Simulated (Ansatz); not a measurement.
A nudged elastic band was laid between two geometries of a periodic cell of 20 atoms, Al₁₆BH₃ (surface Al(110), adsorbate BH3).

These are results of DFT PBEsol, scalar-relativistic, plane waves, PAW (Ansatz 0.2.0), not measurements. Settings: PAW set soft_1, cutoff 420 eV, k mesh 2x3x1, gaussian smearing 0.15 eV, no spin polarisation.

```yaml
movable_images: 5
climbing_image: yes
spring: 5.0 eV/Å²
optimiser: quadratic models (default)
start_path: IDPP
force_threshold: 0.03 eV/Å
iteration_limit: 58
end_points: relaxed
atoms_held: 1 to 4
```

First end point:

```xyz
20
Lattice="8.1000 0.0000 0.0000 0.0000 5.7276 0.0000 0.0000 0.0000 17.2957" Properties=species:S:1:pos:R:3
Al 2.025 1.432 1.000
Al 6.075 1.432 1.000
Al 2.025 4.296 1.000
Al 6.075 4.296 1.000
Al -0.003 0.003 2.270
Al 4.050 0.018 2.218
Al -0.001 2.861 2.250
Al 4.049 2.843 2.257
Al 1.994 1.445 3.659
Al 6.097 1.442 3.662
Al 2.025 4.304 3.730
Al 6.062 4.301 3.736
Al -0.006 0.012 4.975
Al 4.040 0.063 4.914
Al -0.006 2.868 4.964
Al 4.040 2.874 4.964
B 4.072 1.495 6.659
H 5.151 1.682 7.179
H 3.087 1.961 7.199
H 3.842 0.252 6.743
```

Last end point:

Only the atoms that move by more than 0.05 Å are listed.
```
Al9 2.109 1.438 3.823
Al11 1.985 4.289 3.630
Al12 6.133 4.324 3.632
Al14 4.076 -0.067 4.882
Al16 4.096 3.064 4.967
B17 3.051 1.508 5.894
H18 4.250 4.412 6.083
H19 2.163 1.548 6.709
H20 4.079 1.016 6.426
```

(1) What changes between the two ends?

(2) Give the energies along the band, and the barrier.

(3) What is the geometry of the highest image?

Results:

(1) Contacts lost: B17–H18. Contacts made: Al9–B17, Al14–H18. The atom that moves furthest is H18, by 3.08 Å.

(2) The forces met the threshold. The highest image is number 4 of 0 to 6, 1.30 eV above the first end and 0.68 eV above the last; the last end lies 0.62 eV above the first. Beside the main top the profile has a ripple of under 15 meV (maxima at images 1, 4), which may be a very shallow well or noise. By the program's own check the climbing image is of a kind that is not told: the force calls were inconclusive, a negative curvature could not be distinguished from the path's own, the only one lies far off the path, or fixed occupations may fill a level only in part (lowest curvatures found: -4.31 and 0.03 eV/Å²). Limits of this set-up: coarse k mesh, thin slab, slab without dipole correction, PAW files made for another functional.

```tsv
image	path coordinate (Å)	energy (eV)	B17–H18 (Å)	Al9–B17 (Å)	Al14–H18 (Å)
0	0.00	0.00	1.21	3.65	3.00
1	1.17	0.01	1.22	3.61	3.18
2	2.35	0.00	1.27	3.63	3.18
3	3.52	0.13	1.28	3.21	3.21
4	4.70	1.30	2.04	2.40	2.48
5	5.45	0.69	2.84	2.28	1.79
6	6.21	0.62	3.07	2.28	1.74
```

(3) 
```xyz
20
Lattice="8.1000 0.0000 0.0000 0.0000 5.7276 0.0000 0.0000 0.0000 17.2957" Properties=species:S:1:pos:R:3
Al 2.025 1.432 1.000
Al 6.075 1.432 1.000
Al 2.025 4.296 1.000
Al 6.075 4.296 1.000
Al 0.064 0.012 2.271
Al 4.055 0.018 2.239
Al 0.043 2.842 2.247
Al 4.042 2.852 2.134
Al 2.229 1.404 3.939
Al 6.168 1.413 3.669
Al 2.068 4.264 3.647
Al 6.222 4.339 3.678
Al 0.096 -0.009 4.990
Al 4.157 -0.162 4.992
Al 0.078 2.856 4.953
Al 4.261 2.954 4.767
B 3.306 1.521 6.079
H 3.829 3.482 6.295
H 2.378 1.604 6.841
H 4.346 1.121 6.641
```

The run took 13 min on 1 thread of Intel(R) Xeon(R) 6975P-C (Granite Rapids), on a shared host, peak memory 1.1 GiB.
